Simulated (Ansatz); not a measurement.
The first iterations of a band of Cl2HInO + H2 (7 atoms, charge 0, multiplicity 1).

These are results of Ansatz 0.2.0, RHF/def2-SVP, not measurements.

- movable images: 7
- climbing image: yes
- spring: 5.0 eV/Å²
- optimiser: quadratic models (default)
- start path: through a guess of the saddle point
- force threshold: 0.05 eV/Å
- iteration limit: 60
- end points: relaxed

Initial state:

```xyz
7
Properties=species:S:1:pos:R:3
In -0.015 -0.250 0.121
O -0.035 -0.616 2.049
H -0.864 -0.642 2.503
Cl 1.985 -0.363 -1.061
Cl -2.002 0.181 -1.031
H 0.395 2.556 0.817
H 0.402 2.218 1.485
```

Final state:

```xyz
7
Properties=species:S:1:pos:R:3
In -0.001 1.054 -0.184
O -0.038 0.239 2.011
H -0.809 -0.291 2.185
Cl 1.966 -0.218 -0.601
Cl -1.991 -0.174 -0.628
H 0.018 2.763 -0.125
H 0.723 -0.289 2.225
```

| iteration | highest image above the first end (eV) | largest band force component (eV/Å) |
| --- | --- | --- |
| 1 | 4.947 | 52.491 |
| 2 | 1.592 | 5.468 |
| 3 | 1.009 | 5.988 |
| 4 | 0.866 | 1.610 |
| 5 | 1.215 | 6.785 |
| 6 | 1.118 | 1.037 |
| 7 | 0.935 | 1.879 |
| 8 | 0.621 | 1.704 |

Q: Does the band converge within its limit, and where does its top end?

A: The forces met the threshold. It ended after 25 iterations with the highest image 1.062 eV above the first end. Neighbouring images differ by up to 1.5 eV, so the band resolves the path poorly. A vibrational analysis at the climbing image gives one clearly imaginary mode, 1718i cm⁻¹: a first-order saddle point. The orbitals stay closed-shell, which can raise the energy where a bond breaks towards radicals; this wasn't checked here.

Run time: 7.5 min on 1 thread of Arm Neoverse V1, on a shared host, peak memory 0.19 GiB.
